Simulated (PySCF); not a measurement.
## How methods differ on the ionisation energy of Pd⁺

Pd⁺ [Kr] 4d9 (2D) → Pd²⁺ [Kr] 4d8 (3F), as a difference of total energies. All numbers are calculated (PySCF 2.14, the spin-free X2C one-electron Hamiltonian (Gaussian nucleus), in x2c-QZVPPall (13s8p7d4f2g, 118 functions)). Correlated levels: valence: [Kr] frozen; valence and next inner shell: [Ar] 3d10 frozen. The calculations carry no spin-orbit coupling.

```csv
method,ionisation energy (eV)
UHF,17.426
LDA,20.330
PBE,19.826
PBE0,19.519
r2SCAN,19.336
MP2 (valence),19.487
SCS-MP2 (valence),19.350
MP2 (valence and next inner shell),19.675
SCS-MP2 (valence and next inner shell),19.414
```

Problem. How much does correlation contribute at MP2 (valence and next inner shell)?

Solution. 19.675 − (17.426) = 2.249 eV, measured against UHF.

A first-order spin-orbit estimate (lowest level to lowest level, LS coupling) adds -0.118 eV.

Errors of the correlated levels include the incompleteness of this basis and the frozen core.

For comparison: 19.43 ± 0.12 eV (semi-empirical (NIST evaluation); NIST Atomic Spectra Database, ionization energies).
